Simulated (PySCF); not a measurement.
**A single-point calculation**

[ReH6]+ (singlet). PySCF 2.14.0, RKS CAM-B3LYP, Re def2-SVP with ECP60, H def2-SVP; non-relativistic Hamiltonian with scalar-relativistic core potentials where named; density fitting; no spin-orbit coupling. Purpose: singlet excitations, Tamm-Dancoff CAM-B3LYP.

```python
mol = gto.M(atom='''
Re    -0.39721     0.40043    -0.40855
H     -0.07689     0.07817     1.13491
H      0.49671    -0.49407    -1.42994
H      1.14230     0.07215    -0.07505
H      0.49183     1.42881     0.48224
H     -1.42791    -0.48723     0.48072
H     -0.07274    -1.14042    -0.07711''',
    basis={'Re': 'def2-SVP', 'H': 'def2-SVP'},
    ecp={'Re': 'def2-SVP'},
    charge=1, spin=0)
mf = dft.RKS(mol, xc='CAMB3LYP')
mf.grids.atom_grid = (50, 194)
mf = mf.density_fit()  # fitting sets: Re def2-universal-JKFIT, H def2-universal-JKFIT
mf.conv_tol = 1e-08; mf.max_cycle = 55
mf.kernel(dm0)  # dm0: converged density of the relaxed state
td = mf.TDA(); td.nstates = 8; td.kernel()
```

Run from Python with OMP_NUM_THREADS=2; the lines above give its settings. Where DIIS fails, smearing, a level shift and second-order steps follow.
It took 5.6 s on 2 threads of Intel(R) Xeon(R) 6975P-C (Granite Rapids) (shared host), from an already converged density.

Task: Where do the frontier levels lie, over both spins?

Result: HOMO -16.84 eV, LUMO -7.55 eV. 

Task: What are the Mulliken charges and spins?

Result: 
```tsv
atom	charge (e)	spin (e)
Re1	0.729	0.000
H2	0.075	0.000
H3	0.016	0.000
H4	0.075	0.000
H5	0.016	0.000
H6	0.016	0.000
H7	0.075	0.000
```

Task: Which singlet excitations follow (Tamm-Dancoff, 8 states)?

Result: 
| state | eV | oscillator strength |
| --- | --- | --- |
| 1 | 4.55 | 0.0000 |
| 2 | 4.86 | 0.0023 |
| 3 | 4.86 | 0.0029 |
| 4 | 4.87 | 0.0168 |
| 5 | 5.03 | 0.0505 |
| 6 | 5.03 | 0.0509 |
| 7 | 5.47 | 0.0641 |
| 8 | 5.48 | 0.0640 |

The geometry was relaxed with BP86 (Re def2-SVP with ECP60, H def2-SVP).
